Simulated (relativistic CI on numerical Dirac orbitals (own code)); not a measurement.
**Mn3+ in a cubic cluster: 3p photoemission with charge transfer**

Computed with a charge-transfer multiplet model of a cubic metal-ligand cluster with up to one ligand hole, Slater and spin-orbit integrals from Dirac-Coulomb-Breit ions, Slater integrals scaled by 0.8. The ground state mixes d4 with configurations of k ligand holes L, whose averages lie at kΔ + k(k − 1)U_dd/2; a core hole lowers each added d electron by U_cd. 300 K, Lorentzian 0.9 eV and Gaussian 0.8 eV FWHM.

Atomic integrals in eV (Slater integrals scaled, ζ unscaled), ground: F2dd 9.084, F4dd 5.682, zeta_d 0.043; with the core hole: F2dd 9.907, F4dd 6.234, zeta_d 0.049, zeta_core 0.866, F2cd 10.422, G1cd 12.850, G3cd 7.893.

Cluster parameters (eV): Δ = 3.8, U_dd = 6.7, U_cd = 8.7, 10Dq(ligand) = 0.4, V(eg) = 2, V(t2g) = -1.08, final-state hopping factor = 0.9.

| Case | n_d | d4 | d5L | S |
| --- | --- | --- | --- | --- |
| 10Dq = 1 eV | 4.30 | 0.70 | 0.30 | 2.00 |
| 10Dq = 1.3 eV | 4.29 | 0.71 | 0.29 | 2.00 |
| 10Dq = 1.9 eV | 4.27 | 0.73 | 0.27 | 1.99 |

Weights, n_d and S are thermal averages at 300 K. Binding energies count from the first peak over 30 % of the highest in each spectrum, which can be another peak from case to case. The parameters are a model scan and need not match a compound or its usual spin state. Peaks in eV (height, largest 100):
- 10Dq = 1 eV: 0.0 (100), 3.2 (53), 4.8 (38), 8.0 (52), 11.0 (26), 12.8 (21), 14.4 (22), 18.3 (23), 20.1 (33), 23.3 (9), 25.6 (14), 31.1 (14)
- 10Dq = 1.3 eV: 0.0 (100), 3.1 (53), 4.7 (39), 7.9 (53), 10.9 (26), 12.8 (21), 14.3 (22), 18.3 (23), 20.1 (32), 23.4 (9), 25.7 (14), 31.1 (14)
- 10Dq = 1.9 eV: 0.0 (100), 2.9 (51), 4.5 (42), 7.9 (55), 10.7 (28), 12.9 (20), 14.1 (21), 18.5 (23), 20.0 (30), 23.5 (9), 25.7 (14), 31.1 (13)

For the case 10Dq = 1.3 eV, Δ = 3.8 eV is smaller than U_dd = 6.7 eV, the charge-transfer side of the Zaanen-Sawatzky-Allen scheme. With the core hole the average of the configuration with one ligand hole lies at Δ − U_cd = -4.9 eV before mixing: it lies below the unscreened one, so the lowest final states are mostly screened and the unscreened weight appears at higher binding energy as a satellite.

With at most 1 ligand hole the space is cut while the next configuration still counts, so covalency is underestimated, and a final configuration with one more ligand hole, which can lie low, is missing from the spectra.
